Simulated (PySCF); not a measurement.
# Radial density of Bi³⁺ (bismuth, charge +3)

PBE, [Xe] 4f14 5d10 6s2, closed-shell 1S. All numbers are calculated (PySCF 2.14, scalar relativity through the core potential, in def2-TZVP with the def2 core potential (60 electrons) (6s5p3d2f, 50 functions)). This is the valence pseudo-density: the core potential removes the inner electrons and smooths the orbitals near the nucleus.

```csv
r (bohr),4πr²ρ (e/bohr)
0.0101,1.998e-05
0.0169,4.900e-05
0.0285,9.652e-05
0.0479,0.0001360
0.0805,0.0002484
0.135,0.001422
0.228,0.02205
0.383,0.7655
0.645,13.23
1.08,18.60
1.82,4.500
3.07,0.3740
5.16,0.002502
```

Energies and moments cover only the electrons outside the core potential. Spin-orbit coupling, which splits the p, d and f shells strongly at this Z, is absent.
